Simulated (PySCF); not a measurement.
Electric field gradients and quadrupole coupling constants

Species: C₅H₁₀ClFO.
Z-matrix (Å and degrees, GFN2-xTB geometry), rows numbered from 1:
```
C 
O   1  1.4051
C   2  1.4090  1  113.04
C   3  1.5321  2  108.64  1   179.66
C   4  1.5248  3  111.42  2   173.96
C   4  1.5262  3  108.32  2   -62.96
F   6  1.3614  4  110.85  3   -67.08
Cl  6  1.7798  4  111.29  3   172.98
H   1  1.0876  2  106.49  3  -179.63
H   1  1.0967  2  111.22  3   -60.33
H   1  1.0969  2  111.24  3    61.07
H   3  1.1008  2  110.37  1    58.95
H   3  1.1007  2  110.15  1   -60.32
H   4  1.0933  3  107.97  2    52.61
H   5  1.0864  4  110.24  3   -58.89
H   5  1.0865  4  110.17  3  -178.75
H   5  1.0873  4  110.32  3    61.31
H   6  1.0951  4  111.59  3    52.59
```

Field gradients from the PBE0/pcSseg-1 density (PySCF, non-relativistic), principal values in atomic units, ordered |Vxx| ≤ |Vyy| ≤ |Vzz|:

| atom | Vxx | Vyy | Vzz |
| --- | --- | --- | --- |
| O2 | 0.0566 | 1.9907 | -2.0473 |
| Cl8 | -1.7633 | -1.9895 | 3.7528 |

Q: Find the asymmetry η = (Vxx − Vyy)/Vzz and the couplings χ = eQV/h (234.96 MHz × Q in barn × V in au), with Q(17O) = −0.0256 b, Q(35Cl) = −0.0817 b.

A: 
| atom | environment | nucleus | η | χzz (MHz) | χxx (MHz) | χyy (MHz) |
| --- | --- | --- | --- | --- | --- | --- |
| O2 | ether oxygen | 17O | 0.94 | 12.31 | -0.34 | -11.97 |
| Cl8 | chlorine on a fluorinated carbon | 35Cl | 0.06 | -72.04 | 33.85 | 38.19 |

At O2 η is above 0.9: Vyy and Vzz are nearly equal in size and opposite in sign, so a small change could swap them and flip the sign of χzz. 

Q: What is Vzz at O2 in SI units (1 au = 9.71736 × 10²¹ V/m²)?

A: -2.0473 au = -19.895 × 10²¹ V/m².

Q: And the gradient at the other heavy atoms, for which no coupling is worked out here?

A: 
```
atom                 environment  Vzz (au)     η
  C1              methoxy carbon     0.380  0.10
  C3  sp3 carbon bound to oxygen     0.344  0.22
  C4               sp3 CH carbon     0.086  0.83
  C5               methyl carbon     0.098  0.24
  C6              sp3 C–F carbon    -0.540  0.74
  F7              alkyl fluorine     3.002  0.10
```

Were the hydrogens deuterons (Q(2H) = 0.00286 b), χzz would run from 186 kHz (H18 and H12) to 213 kHz (H15).

One conformer (not necessarily the lowest) at the GFN2-xTB geometry, without solvent, vibrations or thermal averaging. GFN2-xTB bond lengths can be off by several hundredths of an ångström, more for odd bonds, and the gradients follow them. The small basis limits the accuracy of the gradients.
